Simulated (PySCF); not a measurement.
Compound: C6H11OS (charge -1).
Structure used (GFN2-xTB), in Å, numbered top down from 1:
```
atom  x, y, z in Å
C1     2.7289    0.9791    0.0879
C2     1.7089   -0.1340    0.2687
O3     0.7969   -0.0976   -0.8117
C4    -0.3161   -0.9521   -0.6122
C5    -1.2319   -0.5423    0.5303
S6    -0.8183   -1.2457    2.1129
C7    -2.6864   -0.3312    0.1874
C8    -1.7992    0.8515    0.4480
H9     3.4596    0.9452    0.8927
H10    3.2416    0.8683   -0.8663
H11    2.2278    1.9438    0.1000
H12    1.1714   -0.0248    1.2193
H13    2.2138   -1.1156    0.2855
H14   -0.8523   -0.9248   -1.5702
H15    0.0374   -1.9801   -0.4331
H16   -3.4139   -0.5883    0.9448
H17   -3.0263   -0.5078   -0.8281
H18   -1.5114    1.4705   -0.3939
H19   -1.9403    1.3952    1.3719
```

NICS = −σ at a ghost point: NICS(0) at the centroid of the ring atoms, NICS(1) 1 Å to either side along the normal of their mean plane, zz for the tensor component along that normal. Level: GIAO PBE0/pcSseg-1 (PySCF, non-relativistic, gas phase) on the GFN2-xTB geometry, one conformer.

Ring bond lengths (Å), with Mayer bond orders in brackets: C5–C7 1.509 (0.92), C7–C8 1.501 (0.99), C8–C5 1.507 (0.88).

**Question.** Give the NICS values of each ring in ppm.

**Answer.** 
```csv
ring,type,NICS(0),"NICS(1), two faces","NICS(1)zz, two faces",rms pucker (Å),"centre to ring atoms, mean (Å)"
C5–C7–C8,3-membered carbocycle; formal bonds all single,-43.1,-7.0 / -8.4,-20.2 / -21.8,0.00,0.87
```

**Question.** What do they say, and how far can they be read as aromaticity?

**Answer.** 
- C5–C7–C8: mean NICS(1)zz -21.0 ppm, shielded. C5, C7, C8 have four or more neighbours, so the value isn't read as a sign of a π ring current. NICS(0) lies 35 ppm below the mean NICS(1).

**Question.** Give the inner angles of the rings and the Hirshfeld charges of the ring atoms.

**Answer.** 
- C5–C7–C8: C5 59.7° (-0.034 e), C7 60.1° (-0.126 e), C8 60.2° (-0.125 e); sum 180.0° against 180° for a flat convex ring.
